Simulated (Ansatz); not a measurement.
Input and output for C3H8SSi, SMILES `CS[SiH]1CC1`.

```yaml
crystal:
  periodic: [false, false, false]
  atoms:
    - {symbol: C, position_ang: [-1.439946, 1.002240, 1.846722]}
    - {symbol: S, position_ang: [0.347676, 0.739187, 1.637336]}
    - {symbol: Si, position_ang: [0.342129, -0.714833, 0.110030]}
    - {symbol: C, position_ang: [1.670819, -0.625044, -1.161197]}
    - {symbol: C, position_ang: [0.267901, -0.208192, -1.663509]}
    - {symbol: H, position_ang: [-1.885072, 1.394235, 0.933067]}
    - {symbol: H, position_ang: [-1.941439, 0.080889, 2.141845]}
    - {symbol: H, position_ang: [-1.555214, 1.735417, 2.644889]}
    - {symbol: H, position_ang: [-0.217211, -2.032895, 0.485192]}
    - {symbol: H, position_ang: [2.077352, -1.544633, -1.569416]}
    - {symbol: H, position_ang: [2.408335, 0.167829, -1.095509]}
    - {symbol: H, position_ang: [0.144509, 0.841467, -1.908872]}
    - {symbol: H, position_ang: [-0.199439, -0.870468, -2.385778]}
basis:
  gaussian: {orbitals: def2-SVPD}
hamiltonian: {xc: {name: wB97}}
accuracy: high
output: {forces: true}
```

```sh
$ ansatz run in.yaml --threads 4 --pin off --events-out ev --progress --plain --max-ram 10444MiB
```

Output, abridged:

```
Functional definition: wB97
3478 factors; integrals over basis functions are off by at most 3.9e-9 eV
980 factors; integrals over basis functions are off by at most 2.3e-9 eV
mean field evaluation 1: about -21942.1084 eV, gradient 3.5e1 eV
mean field evaluation 2: about -21943.6837 eV, gradient 2.6e1 eV
mean field evaluation 4: about -21945.3798 eV, gradient 8.8e-1 eV
mean field evaluation 8: about -21945.3829 eV, gradient 2.3e-2 eV
mean field evaluation 16: about -21945.3829 eV, gradient 3.3e-5 eV
mean field -21945.38294682 eV, -806.4779481807 hartree, gradient 6.2e-8 eV, S^2 0.000000; 0 other end points of the search recorded, 0 dependent functions left out
reference -21945.38294523 eV, -806.4779481224 hartree; 28, 28 occupied and 147, 147 virtual orbitals, 3478 factors
Total energy: -21945.38294523 eV, -806.4779481224 hartree
Atom 0 at    -1.439946     1.002240     1.846722 Å, force     0.429916    -0.035456    -0.016683 eV/Å
Atom 1 at     0.347676     0.739187     1.637336 Å, force    -0.033289     0.135845     0.115726 eV/Å
Atom 2 at     0.342129    -0.714833     0.110030 Å, force     0.003808    -0.177136    -0.062560 eV/Å
Atom 3 at     1.670819    -0.625044    -1.161197 Å, force    -0.190597    -0.004830     0.160110 eV/Å
Atom 4 at     0.267901    -0.208192    -1.663509 Å, force     0.028985    -0.034774     0.234947 eV/Å
Atom 5 at    -1.885072     1.394235     0.933067 Å, force    -0.160493     0.130664    -0.274936 eV/Å
Atom 6 at    -1.941439     0.080889     2.141845 Å, force    -0.178043    -0.278688     0.097948 eV/Å
Atom 7 at    -1.555214     1.735417     2.644889 Å, force    -0.076618     0.194373     0.208825 eV/Å
Atom 8 at    -0.217211    -2.032895     0.485192 Å, force    -0.034735    -0.042681     0.047685 eV/Å
Atom 9 at     2.077352    -1.544633    -1.569416 Å, force     0.134078    -0.287167    -0.156982 eV/Å
Atom 10 at     2.408335     0.167829    -1.095509 Å, force     0.248117     0.262323     0.000314 eV/Å
Atom 11 at     0.144509     0.841467    -1.908872 Å, force    -0.030048     0.344189    -0.109218 eV/Å
Atom 12 at    -0.199439    -0.870468    -2.385778 Å, force    -0.141080    -0.206663    -0.245175 eV/Å
Dipole moment:    -0.309431    -0.029250    -0.058723 e Å
```

It took 21 s on 4 threads of an Arm Neoverse V2 on a shared host, with 1.3 GiB of host memory at the peak.
